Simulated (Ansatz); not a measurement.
`OB1CC1` → `BC1CO1`  (isomerisation)

Program: Ansatz. Geometries: PBE0-D4/def2-TZVP. ΔE: electronic, gas phase. CBS: MP2 limit from def2 TZ/QZ plus the TZ coupled-cluster correction, frozen cores. Functionals use def2-TZVPP. B3LYP here is the variant with VWN-RPA as its local correlation; programs differ in this. HSE06 is defined as in plane-wave codes. One conformer a species, not always the lowest.

`OB1CC1`:

Z-matrix (Å, degrees):
```
C
B 1 1.523
C 1 1.575 2 58.5
H 1 1.087 2 121.2 3 -103.7
H 1 1.087 2 121.2 3 103.7
O 2 1.341 1 150.4 3 180.0
H 3 1.086 1 116.3 2 112.0
H 3 1.086 1 116.3 2 -111.9
H 6 0.962 2 112.9 1 0.0
```

`BC1CO1`:

Cartesian coordinates in Å:
```
B -0.423 1.225 -0.467
C -0.247 0.104 0.559
C 0.491 -1.081 0.024
O 1.078 -0.263 0.980
H 0.537 1.663 -1.026
H -1.521 1.603 -0.755
H -1.008 -0.145 1.296
H 0.935 -1.044 -0.969
H 0.158 -2.061 0.357
```

Question: Is it downhill or uphill in electronic energy at CCSD(T)/CBS, and by how much? (An estimate is asked.)

Answer: The calculation gave: Uphill: ΔE = +2.23 eV.

Question: What do these levels give: LDA (SPW92), revPBE-D4, BLYP-D4, r2SCAN0-D4, BHLYP-D4, B2PLYP, B3LYP, HSE06, BHLYP, HF/def2-TZVPP, SCS-MP2/def2-TZVPP, CCSD(T)/def2-TZVPP? (An estimate is asked.)

Answer: Computed: LDA (SPW92) 2.39, revPBE-D4 2.11, BLYP-D4 2.15, r2SCAN0-D4 2.30, BHLYP-D4 2.25, B2PLYP 2.23, B3LYP 2.22, HSE06 2.26, BHLYP 2.26, HF/def2-TZVPP 2.14, SCS-MP2/def2-TZVPP 2.15, CCSD(T)/def2-TZVPP 2.19 eV.

Largest T1 diagnostic among the species: 0.012.

From r2SCAN to r2SCAN0 (25 % exact exchange), in def2-TZVPP and without D4, ΔE moves by +0.05 eV. At CCSD(T), def2-SVP lies +0.04 eV from the extrapolated value and def2-TZVPP −0.04 eV.
